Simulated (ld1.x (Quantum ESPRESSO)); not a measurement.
## An all-electron radial function and its pseudo partner (Mg (Z = 12))

Columns: radius, all-electron u(r) and pseudo u(r) of the 2p shell (level -46.55 eV) of magnesium in the configuration [He] 2s2 2p6 3s2 3p0; PBEsol, scalar-relativistic, RRKJ scheme, ld1.x (Quantum ESPRESSO) 7.5.

| r (bohr) | all-electron | pseudo |
| --- | --- | --- |
| 0.040 | 0.0675 | 0.0306 |
| 0.080 | 0.2146 | 0.1188 |
| 0.120 | 0.3881 | 0.2545 |
| 0.160 | 0.5590 | 0.4220 |
| 0.200 | 0.7128 | 0.6025 |
| 0.240 | 0.8431 | 0.7769 |
| 0.280 | 0.9482 | 0.9290 |
| 0.320 | 1.0288 | 1.0478 |
| 0.360 | 1.0867 | 1.1294 |
| 0.400 | 1.1243 | 1.1753 |
| 0.440 | 1.1448 | 1.1919 |
| 0.480 | 1.1508 | 1.1870 |
| 0.520 | 1.1449 | 1.1683 |
| 0.560 | 1.1294 | 1.1419 |
| 0.600 | 1.1063 | 1.1115 |
| 0.640 | 1.0774 | 1.0789 |
| 0.680 | 1.0441 | 1.0443 |
| 0.720 | 1.0075 | 1.0075 |
| 0.760 | 0.9687 | 0.9687 |
| 0.800 | 0.9286 | 0.9286 |
| 0.840 | 0.8876 | 0.8876 |
| 0.880 | 0.8464 | 0.8464 |
| 0.920 | 0.8055 | 0.8055 |
| 0.960 | 0.7651 | 0.7651 |
| 1.000 | 0.7254 | 0.7254 |
| 1.040 | 0.6868 | 0.6868 |

Question: How many radial nodes do the two functions have?

Answer: The all-electron 2p function has n − l − 1 = 0; the pseudo-wave has 0.

Question: At about which radius was the pseudo-wave matched?

Answer: 0.75 bohr. The columns agree to 0.0005 from 0.68 bohr on; several derivatives are matched, so the curves merge somewhat inside the radius.

Question: Where does each function peak?

Answer: Outermost all-electron maximum near 0.48 bohr, pseudo maximum near 0.44 bohr (to the table’s step).

Question: Is the pseudo-wave norm-conserving?

Answer: Yes: the RRKJ scheme keeps the norm inside the radius equal to the all-electron one, which fixes the energy derivative of the logarithmic derivative at the level.
